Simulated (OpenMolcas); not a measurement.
What dynamic correlation does to the levels of Mn²⁺

| Item | Value |
| --- | --- |
| Program | OpenMolcas 26.06 |
| Basis | ANO-RCC-VTZP [6s5p3d2f1g] |
| Scalar Hamiltonian | DKH2, point nucleus |
| Active space | 11 electrons in 8 orbitals (RAS1 3p, at most 2 holes; RAS2 3d) |
| State averaging | 2S+1 = 6 even, 1 root; 2S+1 = 4 even, 24 roots; 2S+1 = 2 even, 58 roots |
| Spin-orbit coupling | state interaction with AMFI integrals over the reference wave functions, term energies averaged over their components |

Methods on the same reference wave functions:
A. RASSCF
B. SS-RASPT2, IPEA 0.25 Eh, imaginary shift 0.1 Eh (closed shells correlated: 3s)
C. MS-RASPT2, IPEA 0.25 Eh, imaginary shift 0.1 Eh (closed shells correlated: 3s)

Energies in cm⁻¹ above 3d⁵ ⁶S_5/2, the measured ground level; measured values from Corliss and Sugar, J. Phys. Chem. Ref. Data 6, 1253 (1977).

```tsv
Level	A	B	C	Measured
3d⁵ ⁶S_5/2	0.0	0.0	0.0	0.0
3d⁵ ⁴G_5/2	32909	27900	27900	
3d⁵ ⁴G_7/2	32927	27910	27910	26860
3d⁵ ⁴G_11/2	32932	27920	27920	26824
3d⁵ ⁴G_9/2	32937	27920	27920	
3d⁵ ⁴P_5/2	33530	30690	30680	29168
3d⁵ ⁴P_3/2	33557	30720	30720	
3d⁵ ⁴P_1/2	33581	30760	30760	
3d⁵ ⁴D_7/2	38881	33820	33820	32307
3d⁵ ⁴D_1/2	38908	33860	33860	32369
3d⁵ ⁴D_3/2	38923	33890	33890	
3d⁵ ⁴D_5/2	38925	33900	33900	32384
3d⁵ ²D_5/2(1) [74 %]	47919	43440	43430	41238
3d⁵ ²I_11/2	48194	40690	40690	39174
3d⁵ ²I_13/2	48241	40730	40730	39176
3d⁵ ²D_3/2(1)	48265	43820	43810	41570
3d⁵ ²F_7/2(1)	49550	44840	44790	42606
3d⁵ ²F_5/2(1) [68 %]	49970	45290	45280	43105
3d⁵ ⁴F_9/2	51628	45670	45670	43573
3d⁵ ⁴F_7/2	51638	45680	45690	43602
3d⁵ ⁴F_5/2	51667	45760	45770	43669
3d⁵ ⁴F_3/2	51693	45780	45780	43675
3d⁵ ²H_9/2	55145	48690	48690	46516
3d⁵ ²H_11/2	55276	48860	48860	46671
```

Deviations, from unrounded energies. A percentage is the sum of absolute deviations over the sum of measured energies, with the sign that they share, or ± where signs differ.

| Against measurement | Levels | A | B | C |
| --- | --- | --- | --- | --- |
| mean absolute deviation (cm-1) | 18 | 7300 | 1800 | 1800 |
| other terms of the ground configuration (%) | 18 | +18.8 | +4.7 | +4.7 |

B, C lie about equally close to measurement and A furthest from it. The largest miss of C in the table is 3d⁵ ²D_3/2(1), by +2200 cm-1. The ranking rests on the paired levels alone, and a cruder setting can come out closer through cancelling errors.

Between B and C the level of the table that moves most is 3d⁵ ²F_7/2(1), by 49 cm-1 (lowest in C, highest in B). Moves below CASPT2's spread within the term are not significant.

The two smallest mean deviations differ by little beside CASPT2's spread within terms, so their order carries little weight.

From A to B the spin-free energies of the other terms of 3d⁵ shown, above ⁶S, scale by factors of 0.84 to 0.92, as is usual when dynamic correlation screens the repulsion within a d or f shell.

The lowest spin-free term lies below A's lowest term by 0.393 hartree in B, 0.393 hartree in C.

Term energies are means over components that CASPT2 splits; among the terms shown or strongly mixed into the levels shown the widest spread is 760 cm-1 (3d⁵ ²I, C). Active for correlation alone: 3p; no level in the range computed is led by a configuration that opens it, so any true level of that kind is missing. Without dynamic correlation excited terms often stand tens of per cent too high (terms of higher spin than the ground term too low), and those without a measured partner can miss by more than the paired ones (holds for A). Measured partners are found by configuration, term and J. A level has none where our copy of the source lacks it or the pairing is in doubt (some pairs that miss far off the trend of their configuration count as doubtful), and it then counts in no deviation. Only configurations of the active space appear. The table leaves out levels that lie high or whose names do not pair safely across all columns.

A share in square brackets marks a mixed level and gives the weight of the term that names it, the lowest over the columns. A number in round brackets counts repeated terms of one configuration in the order of the reference energies.
